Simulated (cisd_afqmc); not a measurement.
Input (AFQMC/CISD/cc-pV(D+d)Z; cisd_afqmc is a phaseless AFQMC code with CISD trial states that reads the integrals written by Ansatz): A basis named .json is the Basis Set Exchange file of that set.

Ansatz 0.2 input:
```python
import cisd_afqmc

open("ham.yaml", "w").write("""\
crystal:
  periodic: [false, false, false]
  atoms:
    - {symbol: N, position_ang: [-0.00000000, -0.00000000, -1.00555951]}
    - {symbol: P, position_ang: [0.00000000, 0.00000000, 0.46926111]}
basis:
  gaussian:
    orbitals: cc-pV_D+d_Z.json
total_charge: 1
magnetization: {spin_polarized: true, initial_magnetization: 1}
correlation: {method: ccsd, electrons: outside_noble_gas, hamiltonian_folder: ham}
""")
rep = cisd_afqmc.ansatz("ham.yaml")
e_ccsd = rep["correlation"]["coupled_cluster"]["energy"]["hartree"]
out = cisd_afqmc.run("ham", e_ccsd, trial="CISD", walkers=200, populations=8, threads=8, dt=0.005, steps=40, early=24, settle=10, least=32,
    cut=5e-5, rank_cut=2e-4, target=0.0004, seconds=1500, seed=1, memory=17280, gpu=False)
```

Output:

```
WARN ansatz::render: the results are in doubt because among natural orbitals full CI differs from the method by -0.123 eV
orbitals 31, occupied [5, 4], factors 169 of 364, rank of the doubles 138 of 238
E(HF) = -394.778614
E(CCSD) on the cut factors = -395.024863, shift to the whole factors -0.000022
Energy of the trial state on the determinant = -395.024816
  tau behind 7.2 of longer steps, mean of the populations' last blocks
   2.0  -395.03959
   4.0  -395.03853
   6.0  -395.03828
   8.0  -395.03893
  10.0  -395.03975
  12.0  -395.04146
  14.0  -395.04131
  16.0  -395.04101
  18.0  -395.03970
  20.0  -395.03874
  22.0  -395.03949
  24.0  -395.04170
blocks 916 (5 outliers left out), error by blocks joined: 1: 0.00018, 2: 0.00024, 4: 0.00029, 8: 0.00035, 16: 0.00040
E(AFQMC/CISD) = -395.04002 +/- 0.00040
```

The determinant is spin-contaminated: <S^2> is 1.40, 0.65 over the pure value.

The run carries these doubts: large difference.
